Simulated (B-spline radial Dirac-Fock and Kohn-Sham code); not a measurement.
Magnetic form factor of the 3d shell of Br⁹⁺

System: the Br⁹⁺ ion, [Ar] 3d8.

Calculated with a B-spline atomic structure program, using relativistic Hartree-Fock (Dirac-Fock) wave functions, averaged over the configuration. ⟨j_K⟩ is the integral of the 3d radial density with the spherical Bessel function j_K(4πsr), s = sin θ/λ.

| s (Å⁻¹) | ⟨j0⟩ | ⟨j2⟩ | ⟨j4⟩ |
| --- | --- | --- | --- |
| 0 | 1.0000 | 0.0000 | 0.0000 |
| 0.05 | 0.9936 | 0.0026 | 0.0000 |
| 0.1 | 0.9747 | 0.0101 | 0.0000 |
| 0.15 | 0.9441 | 0.0221 | 0.0002 |
| 0.2 | 0.9030 | 0.0378 | 0.0007 |
| 0.25 | 0.8532 | 0.0565 | 0.0016 |
| 0.3 | 0.7965 | 0.0769 | 0.0032 |
| 0.35 | 0.7348 | 0.0982 | 0.0055 |
| 0.4 | 0.6703 | 0.1193 | 0.0088 |
| 0.45 | 0.6046 | 0.1393 | 0.0129 |
| 0.5 | 0.5395 | 0.1575 | 0.0179 |
| 0.6 | 0.4160 | 0.1866 | 0.0302 |
| 0.7 | 0.3077 | 0.2043 | 0.0444 |
| 0.8 | 0.2177 | 0.2107 | 0.0591 |
| 0.9 | 0.1466 | 0.2077 | 0.0728 |
| 1 | 0.0926 | 0.1975 | 0.0843 |
| 1.1 | 0.0530 | 0.1826 | 0.0931 |
| 1.2 | 0.0250 | 0.1652 | 0.0990 |
| 1.4 | -0.0065 | 0.1285 | 0.1027 |
| 1.6 | -0.0181 | 0.0954 | 0.0983 |

Radial moments of the shell: ⟨r²⟩ = 0.3486, ⟨r⁴⟩ = 0.2318, ⟨r⁶⟩ = 0.2552 in powers of bohr.
